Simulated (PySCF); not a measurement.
C2H6O2Si.
Atom-mapped SMILES: `[O:1]=[C:2]([OH:3])[CH2:4][SiH3:5]` (hydrogens: H6 on O3; H7, H8 on C4; H9, H10, H11 on Si5)

Jobs on this species (11 atoms, 48 electrons) with PySCF (density fitting). Hardware of each: one thread of an Arm Neoverse V1, shared host. The host was shared with other jobs, so the times are rough. Peak memory is the resident size of the whole Python process, interpreter and libraries included.

```csv
level and settings,work,basis functions,SCF cycles,wall time,peak memory
"delta-SCF UKS SCAN, def2-TZVP on the ionised atom, pcseg-1 elsewhere, spin-free X2C","ΔSCF core ionisation, 6 holes",123,?,?,?
"delta-SCF UKS B3LYP, pcX-2 on the ionised atom, pcseg-1 elsewhere, spin-free X2C","ΔSCF core ionisation, 6 holes",146,?,?,?
"PBE0-D3(BJ)/def2-SVP, grid level 1",geometry optimisation from a GFN2-xTB start shaken at random,104,56,29 s,0.43 GiB
"delta-SCF UKS PBE, pcX-2 on the ionised atom, pcseg-1 elsewhere, spin-free X2C","ΔSCF core ionisation, 6 holes",146,98,20 s,0.53 GiB
"delta-SCF UKS SCAN, pcX-2 on the ionised atom, pcseg-1 elsewhere, non-relativistic","ΔSCF core ionisation, 6 holes",146,98,31 s,0.52 GiB
"delta-SCF UKS SCAN, pcX-1 on the ionised atom, pcseg-1 elsewhere, spin-free X2C","ΔSCF core ionisation, 6 holes",126,98,26 s,0.53 GiB
"delta-SCF UKS SCAN, pcX-2 on the ionised atom, pcseg-1 elsewhere, spin-free X2C","ΔSCF core ionisation, 6 holes",146,98,31 s,0.51 GiB
"delta-SCF UKS PBE0, pcX-2 on the ionised atom, pcseg-1 elsewhere, spin-free X2C","ΔSCF core ionisation, 6 holes",146,89,35 s,0.53 GiB
```

Problem. Fill in the missing figures.

Solution. 
- delta-SCF UKS SCAN, def2-TZVP on the ionised atom, pcseg-1 elsewhere, spin-free X2C; ΔSCF core ionisation, 6 holes: 29 s, 0.53 GiB, 95 SCF cycles
- delta-SCF UKS B3LYP, pcX-2 on the ionised atom, pcseg-1 elsewhere, spin-free X2C; ΔSCF core ionisation, 6 holes: 36 s, 0.53 GiB, 88 SCF cycles

Problem. What do all jobs in the table cost together?

Solution. About 4.0 min; the longest takes about 15 % of that, and about 1.8 times as long as the shortest.
